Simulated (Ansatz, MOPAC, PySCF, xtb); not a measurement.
Torsion C1–S2–Al3–H7 in CH5AlS (SMILES C[S][AlH2]); at each angle all else is relaxed with GFN2-xTB, and the levels are single points there.
Geometry at 180° (charge 0, multiplicity 1):
```csv
atom,x (Å),y (Å),z (Å)
C,1.3136,0.2122,0.1486
S,0.1953,-1.1247,0.7436
Al,-1.5615,-0.5416,-0.4328
H,0.7972,0.8553,-0.5690
H,2.1736,-0.2556,-0.3194
H,1.6299,0.7913,1.0100
H,-2.8994,-1.2947,-0.3870
H,-1.4325,0.6938,-1.3530
```

On the grid 0° to 330°, 270° is the highest and 180° the lowest point at MP2/CBS(cc-pV(T+d)Z, cc-pV(Q+d)Z) + ΔCCSD(T)/cc-pV(T+d)Z.

Cores are frozen in the correlated methods. Rows in 6-31G* carry no dispersion term and start afresh at each structure (6-31G* with six Cartesian d functions). The state that PM3 reach isn't checked.

Programs: Ansatz (Gaussian orbitals); MOPAC for PM3 (differences of heats of formation); PySCF for 6-31G* rows, the dispersion terms; xtb for the GFN methods. 

```tsv
level	energy at 270° less that at 180° (kcal/mol)
GFN-FF	-0.46
PM3	18.39
PBE-D4/def2-TZVPP	8.83
r2SCAN-D3(BJ)/def2-TZVPP	8.56
B3LYP/6-31G*	8.13
B3LYP/def2-TZVPP	___
PBE0/def2-TZVPP	8.18
MP2/cc-pV(T+d)Z	8.12
CCSD(T)/cc-pV(D+d)Z	___
```

Q: Complete the blanks.

A: 
- B3LYP/def2-TZVPP, energy at 270° less that at 180° (kcal/mol): 7.93
- CCSD(T)/cc-pV(D+d)Z, energy at 270° less that at 180° (kcal/mol): 9.02

Ansatz is an electronic-structure program.
